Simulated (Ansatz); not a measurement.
MoN4H6⁻, that is MoN(NH2)3 with one electron more. Charge -1, multiplicity 2. Geometry PBE-D4/def2-SVP, that of the neutral singlet; atoms count from 1.

```tsv
atom	x (Å)	y (Å)	z (Å)
Mo1	0.284	-0.007	-0.187
N2	1.662	-0.041	-1.092
N3	-1.164	-0.290	-1.475
H4	-1.042	-0.425	-2.482
H5	-2.161	-0.323	-1.236
N6	0.275	1.770	0.636
H7	-0.455	2.119	1.267
H8	0.992	2.488	0.502
N9	0.496	-1.471	1.097
H10	-0.192	-1.724	1.815
H11	1.305	-2.096	1.154
```

In the def2 sets Mo takes a core potential; there is no spin–orbit coupling. The highest occupied level of the charge -1 doublet lies above zero (up to 1.78 eV). By energy differences it is unbound by 0.58 eV (vertical, to the charge 0 singlet, at PBE0-D4/def2-TZVPD) and held by the finite basis.

(1) Estimate the Mulliken populations from the PBE0/def2-TZVPD orbitals of Ansatz.

(2) Where does the spin sit?

(3) And the Mayer bond orders between bonded heavy atoms (over 0.3)?

## Answers

(1) 
```
atom  charge (e)  spin (α − β)  d electrons
 Mo1       -1.14          3.11         3.73
  N2       -0.64         -0.01            –
  N3        0.15         -0.80            –
  H4        0.00          0.11            –
  H5        0.11         -0.01            –
  N6        0.15         -0.81            –
  H7        0.11         -0.01            –
  H8        0.00          0.11            –
  N9        0.15         -0.80            –
 H10        0.11         -0.01            –
 H11        0.00          0.11            –
```
Mulliken values and Mayer orders depend strongly on the basis. With diffuse functions, as here, like atoms can get unlike values, and bond orders can come out too low or too high.

(2) Summed by element: Mo 3.11, N -2.42, H 0.32, of 1 unpaired in all. Largest on single atoms: Mo1 3.11, N6 -0.81, N9 -0.80.

(3) Mo1–N2 2.38 (1.65 Å). Values over 0.3 also appear between atoms too far apart for a bond (N3–N6 1.31 at 3.28 Å; N3–N9 1.30 at 3.28 Å; N6–N9 1.31 at 3.28 Å); they arise where an orbital or an unpaired electron spreads over both atoms.
